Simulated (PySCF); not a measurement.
# Partial charges of `COCP(C)C(F)=C(F)F`

C₅H₈F₃OP.
Cartesian coordinates in Å at the PBE0-D3(BJ)/def2-SVP level; atoms count from 1:
```xyz
18
C5H8F3OP angstrom
C      2.272   -0.952   -0.249
O      1.112   -0.176   -0.252
C      0.639    0.127    1.021
P     -1.034    0.924    0.974
C     -0.729    2.215   -0.313
C     -1.928   -0.265   -0.101
F     -2.981    0.289   -0.727
C     -1.733   -1.571   -0.296
F     -2.492   -2.323   -1.052
F     -0.764   -2.265    0.254
H      2.560   -1.127   -1.295
H      2.105   -1.931    0.240
H      3.110   -0.444    0.268
H      1.303    0.841    1.553
H      0.566   -0.775    1.660
H     -0.118    1.817   -1.135
H     -0.218    3.068    0.158
H     -1.697    2.562   -0.698
```

Density: PBE0/pcSseg-1 (PySCF); schemes: Mulliken, IAO, Hirshfeld and ESP-fitted. Geometry: PBE0-D3(BJ)/def2-SVP, one conformer, isolated molecule.

Problem. At which atom do the 4 schemes differ most?

Solution. At P4: from -0.216 (ESP-fitted) to +0.524 e (IAO), 0.740 e apart.

Problem. For which atoms does the sign change between the 4 schemes (beyond +0.03 e in one, beyond −0.03 e in another)?

Solution. P4 and C6.

Problem. Do the Mulliken, IAO, Hirshfeld and ESP-fitted schemes agree on where the charge is highest?

Solution. The schemes don't all agree: Mulliken C8 (+0.571); IAO P4 (+0.524); Hirshfeld P4 (+0.144); ESP-fitted C8 (+0.280).

Problem. Tabulate the Mulliken, IAO, Hirshfeld and ESP-fitted charges.

Solution. In e:

```tsv
atom	environment	Mulliken	IAO	Hirshfeld	ESP-fitted
C1	methoxy carbon	-0.037	-0.193	-0.038	-0.332
O2	ether oxygen	-0.504	-0.384	-0.132	-0.140
C3	sp3 carbon bound to oxygen	-0.183	-0.231	-0.047	-0.019
P4	phosphine phosphorus	+0.402	+0.524	+0.144	-0.216
C5	sp3 carbon bound to phosphorus	-0.494	-0.606	-0.167	-0.162
C6	vinylic C–F carbon	-0.095	-0.021	-0.025	+0.056
F7	vinyl fluorine	-0.272	-0.263	-0.079	-0.109
C8	=CF2 carbon	+0.571	+0.506	+0.137	+0.280
F9	vinyl fluorine	-0.229	-0.231	-0.064	-0.137
F10	vinyl fluorine	-0.239	-0.240	-0.043	-0.087
H11	methyl hydrogen	+0.127	+0.158	+0.052	+0.161
H12	methyl hydrogen	+0.097	+0.122	+0.034	+0.119
H13	methyl hydrogen	+0.091	+0.118	+0.036	+0.113
H14	methylene hydrogen	+0.142	+0.127	+0.037	+0.134
H15	methylene hydrogen	+0.141	+0.132	+0.028	+0.085
H16	methyl hydrogen	+0.168	+0.161	+0.037	+0.031
H17	methyl hydrogen	+0.149	+0.155	+0.046	+0.115
H18	methyl hydrogen	+0.162	+0.165	+0.044	+0.110
```

Mean size of the charges over all atoms: IAO 0.241 e, Mulliken 0.228 e, ESP-fitted 0.134 e, Hirshfeld 0.066 e. Each set sums to the total charge, 0, to within 0.001 e. The ESP scheme fits charges at the nuclei, held to the total charge, to the electrostatic potential on points at 1.4 to 2.0 times the van der Waals radii. The Hirshfeld scheme weights the molecular density at each point by an atom's share of the summed free-atom densities.

Problem. Sum the charges by element, for elements with more than one atom.

Solution. 
| element | atoms | Mulliken | IAO | Hirshfeld | ESP-fitted |
| --- | --- | --- | --- | --- | --- |
| C | 5 | -0.237 | -0.546 | -0.140 | -0.177 |
| F | 3 | -0.739 | -0.734 | -0.186 | -0.333 |
| H | 8 | +1.078 | +1.139 | +0.313 | +0.866 |

Problem. How many electrons does the ESP-fitted scheme count on C5?

Solution. Z − q = 6 − (-0.162) = 6.162.
